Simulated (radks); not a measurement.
Species: Pb V. Configuration: [Xe] 4f14 5d10.

All-electron calculation, scalar-relativistic Kohn-Sham, PBE, spin-unpolarised, spherical densities, point nucleus. Program: a radial shooting solver on a logarithmic mesh with Libxc functionals.

Energy parts (hartree):
total: -20878.4119
kinetic: 23607.2739
electron-nucleus: -52018.9315
Hartree: 7918.4967
exchange-correlation: -385.2509

Orbitals (lengths in bohr, moments of r in powers of bohr; r(max) is where P^2 peaks):
| orbital | occ. | eigenvalue (hartree) | r(max) | <r> |
|---|---|---|---|---|
| 1s | 2 | -3240.575 | 0.009837 | 0.01604 |
| 2s | 2 | -580.8564 | 0.05713 | 0.06758 |
| 2p | 6 | -498.3506 | 0.04761 | 0.06144 |
| 3s | 2 | -140.5955 | 0.1611 | 0.1745 |
| 3p | 6 | -116.9442 | 0.1613 | 0.1765 |
| 3d | 10 | -92.85047 | 0.1314 | 0.1599 |
| 4s | 2 | -33.01170 | 0.3622 | 0.3842 |
| 4p | 6 | -25.26237 | 0.3824 | 0.4099 |
| 4d | 10 | -16.30077 | 0.3883 | 0.4309 |
| 5s | 2 | -6.81522 | 0.7888 | 0.8530 |
| 4f | 14 | -6.40723 | 0.3498 | 0.4537 |
| 5p | 6 | -4.66928 | 0.8818 | 0.9745 |
| 5d | 10 | -2.26628 | 1.066 | 1.259 |

The highest occupied level is 5d at -61.669 eV. Summed over all electrons, <r^2> = 33.95 bohr^2, which gives a Langevin (diamagnetic) susceptibility term of -26.9 x 10^-6 cm^3/mol. The density falls to 0.001 e/bohr^3 at r = 3.00 bohr.
